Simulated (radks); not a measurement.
The nuclear charge of neutral ytterbium is varied continuously with 70 electrons held in [Xe] 4f14 6s2. Method: scalar-relativistic Kohn-Sham, BLYP, spin-polarised, spherical densities, finite nucleus; Fermi nuclear charge, rms radius 5.3108 fm; computed with a radial shooting solver on a logarithmic mesh with Libxc functionals. By the Hellmann-Feynman theorem dE/dZ = E(electron-nucleus)/Z, the electronic potential at the nucleus (averaged over a nucleus of fixed radius). The scalar-relativistic energy here is not variational (the density holds large components alone), so the two differ by a part that grows with Z.

| Z | E (hartree) | E(electron-nucleus)/Z (hartree) | HOMO | e(HOMO) (eV) | <r> HOMO (bohr) |
|---|---|---|---|---|---|
| 69.8 | -13959.6975 | -492.192 | 4f | -0.382 | 0.8147 |
| 70 | -14059.0282 | -494.340 | 4f | -2.804 | 0.7928 |
| 70.2 | -14158.7951 | -496.483 | 6s | -5.086 | 3.742 |
| 70.4 | -14258.9978 | -498.624 | 6s | -6.447 | 3.598 |
| 70.6 | -14359.6359 | -500.764 | 6s | -7.887 | 3.472 |
| 70.8 | -14460.7095 | -502.904 | 6s | -9.401 | 3.359 |
| 71 | -14562.2185 | -505.044 | 6s | -10.983 | 3.257 |

The central difference of E at Z = 70 is -497.744 hartree, to compare with the third column; the second derivative is -10.9 hartree.
